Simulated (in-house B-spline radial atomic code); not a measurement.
Values are calculated unless marked as measured or tabulated.
# Weak and strong correlation along the adiabatic connection

Two-electron singlets in several external potentials (atomic units), by full CI in B-splines with partial waves to l = 8 (correlation energies up to 0.6 % small). The repulsion is scaled by λ at fixed density; W(λ) is the mean repulsion less the Hartree energy, W(0) = E_x, and the area under W from 0 to 1 is E_xc.

Relative drop (W(λ) − E_x)/E_x:

```json
{"system": "ω²r²/2 − Z/r, ω = 1.33, Z = -1", "λ = 0.12": "0.0169", "λ = 0.25": "0.0337", "λ = 0.4": "0.0515", "λ = 0.6": "0.0728", "λ = 0.8": "0.0916", "λ = 1": "0.1084"}
{"system": "−Z exp(−kr)/r, Z = 4.92, k = 0.782", "λ = 0.12": "0.0040", "λ = 0.25": "0.0083", "λ = 0.4": "0.0131", "λ = 0.6": "0.0194", "λ = 0.8": "0.0254", "λ = 1": "0.0313"}
{"system": "ω²r²/2 − Z/r, ω = 0.458, Z = -0.5", "λ = 0.12": "0.0282", "λ = 0.25": "0.0548", "λ = 0.4": "0.0813", "λ = 0.6": "0.1107", "λ = 0.8": "0.1350", "λ = 1": "0.1552"}
{"system": "−Z/r, Z = 19", "λ = 0.12": "0.0010", "λ = 0.25": "0.0020", "λ = 0.4": "0.0032", "λ = 0.6": "0.0047", "λ = 0.8": "0.0063", "λ = 1": "0.0078"}
{"system": "−Z exp(−kr)/r, Z = 2.22, k = 0.617", "λ = 0.12": "0.0112", "λ = 0.25": "0.0227", "λ = 0.4": "0.0352", "λ = 0.6": "0.0507", "λ = 0.8": "0.0650", "λ = 1": "0.0781"}
{"system": "−V exp(−r²/w²), V = 4.5, w = 5.18", "λ = 0.12": "0.0214", "λ = 0.25": "0.0422", "λ = 0.4": "0.0636", "λ = 0.6": "0.0882", "λ = 0.8": "0.1094", "λ = 1": "0.1276"}
{"system": "−Z/r, Z = 0.905, wall at 1.11 bohr", "λ = 0.12": "0.0073", "λ = 0.25": "0.0149", "λ = 0.4": "0.0234", "λ = 0.6": "0.0341", "λ = 0.8": "0.0442", "λ = 1": "0.0538"}
```

(1) Order the systems by how far second-order (GL2) theory, half the initial slope (estimated from the first points of each curve), overshoots the correlation energy, least first.
A. −Z/r, Z = 19
B. ω²r²/2 − Z/r, ω = 1.33, Z = -1
C. −Z exp(−kr)/r, Z = 4.92, k = 0.782
D. −Z exp(−kr)/r, Z = 2.22, k = 0.617
E. ω²r²/2 − Z/r, ω = 0.458, Z = -0.5
F. −V exp(−r²/w²), V = 4.5, w = 5.18
G. −Z/r, Z = 0.905, wall at 1.11 bohr

(2) What else changes along this order?

Results:

(1) A (GL2/E_c = 1.01), C (GL2/E_c = 1.05), G (GL2/E_c = 1.10), D (GL2/E_c = 1.15), B (GL2/E_c = 1.22), F (GL2/E_c = 1.30), E (GL2/E_c = 1.39).

(2) The ratio follows the bend of the curve. With it the leading natural occupation goes from 2.000 to 1.926 and −T_c/E_c from 0.99 to 0.72 between the first and the last.
